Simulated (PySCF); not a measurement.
## NMR problem set

One averaged value for each set of equivalent atoms, relativity neglected, in vacuum, a single conformation. GFN2-xTB geometry; σ from GIAO-PBE0/pcSseg-1; PySCF 2.14.0 with density-fitted response routines.

Referencing at the same level of theory: TMS for 1H (31.72 ppm), 13C (186.93 ppm). Splittings of carbon signals by F and P are missing where no couplings were computed. Where no couplings were computed, multiplicities follow the n + 1 count of equivalent neighbours, and m marks all less simple cases (inequivalent or close neighbours, rings, F or P nearby). Shifts are as computed. Against solution values, carbons near 30 ppm lie about +3 ppm off and those near 130 ppm about +5 ppm. Of 1211 compounds with measured shifts, 218 miss one by over three times the rms of a fit or turn the order of signals round; such compounds aren't used in these exercises.

**Question.** CH₇F₃O₂Si₃. 1H NMR (400 MHz, computed): δ 5.26 (s, 3H), 5.06 (m, 2H), 5.02 (s, 2H). 13C{1H} NMR (computed): δ 138.3. Give a structure.

**Answer.** `[SiH3]O[SiH2]O[SiH2]C(F)(F)F`. The formula gives 0 degrees of unsaturation. Carbon types of the structure: 1 × C, leaving 7 H on heteroatoms. δC 138.3: CF3 carbon; 3 electronegative neighbours deshield it. δH 5.26: hydrogen on a silicon bonded to O. δH 5.06: hydrogen on a silicon bonded to C, O. δH 5.02: hydrogen on a silicon bonded to 2 O.

The data come from this structure; uniqueness wasn't tested.

**Question.** C₁₁H₁₀. 1H NMR (500 MHz, computed): δ 8.64 (d, 1H), 8.61 (d, 1H), 8.16 (m, 1H), 8.08 (m, 1H), 7.66 (m, 1H), 7.51 (m, 1H), 7.44 (m, 1H), 2.93 (s, 3H). 13C{1H} NMR (computed): δ 145.0 (CH), 144.9 (C), 144.8 (CH), 144.2 (CH), 141.0 (CH), 140.6 (C), 130.7 (C), 126.7 (CH), 125.5 (CH), 121.2 (CH), 15.6 (CH3). What is it?

**Answer.** SMILES Cc1ccc2cccccc1-2. The formula gives 7 degrees of unsaturation (2 rings in the answer). 11 carbon signals for 11 carbons: no two carbons are equivalent. Carbon types of the structure: 3 × C, 7 × CH, 1 × CH3, which accounts for all hydrogens. δC 145.0, 144.8, 144.2, 141.0, 126.7, 125.5, 121.2: aromatic CH. δC 144.9, 140.6, 130.7: substituted aromatic carbon. δH 8.64, 8.61, 8.16, 8.08, 7.66, 7.51, 7.44: hydrogen on an aromatic CH; ring-current deshielding. δH 2.93: hydrogen on a methyl carbon on an aromatic ring; benzylic-type position, deshielded by the ring.

The data come from this structure; uniqueness wasn't tested.
